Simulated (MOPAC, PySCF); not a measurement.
H$_{4}$BN, SMILES `NB` (H–B–N–H torsion 180°), neutral singlet in the gas phase. 

Cartesian coordinates (Å):
SMILES: BN
```xyz
6

B      0.6761     0.0895    -0.0186
N     -0.6949    -0.0920     0.0190
H      1.3892    -0.8606     0.0831
H      1.1110     1.1917    -0.1517
H     -1.3531     0.6643    -0.0607
H     -1.1284    -0.9929     0.1288
```
Charge 0, multiplicity 1.

All levels are single points at this geometry (CAM-B3LYP-D3(BJ)/def2-TZVP); Pople sets use spherical d functions. Orbital energies aren't observables, and empty levels follow the basis.

```csv
level,HOMO (eV),LUMO (eV),gap (eV),dipole (D),"vertical IE, Delta-SCF (eV)"
CAM-B3LYP-D3(BJ)/def2-TZVP in PySCF,-10.15,1.27,11.42,1.95,11.42
TPSSh-D3(BJ)/def2-TZVP in PySCF,-7.89,-0.11,7.78,2.00,11.23
B3LYP/3-21G in PySCF,-8.06,0.79,8.85,2.40,–
B3LYP/6-31G* in PySCF,-8.04,0.72,8.76,2.14,11.22
BP86/6-31G* in PySCF,-7.02,-0.20,6.82,2.25,–
M06-2X/6-31G* in PySCF,-9.74,1.96,11.70,2.06,–
PBE/6-31G* in PySCF,-6.92,-0.13,6.79,2.26,11.05
SVWN5/6-31G* in PySCF,-7.07,-0.35,6.72,2.31,–
HF/3-21G in PySCF,-11.85,4.74,16.59,2.07,–
AM1 in MOPAC,-10.92,2.90,13.82,1.65,–
PM3 in MOPAC,-11.38,1.91,13.29,3.04,–
PM6 in MOPAC,-10.90,1.28,12.18,2.16,–
PM7 in MOPAC,-11.12,0.32,11.43,2.19,–
```
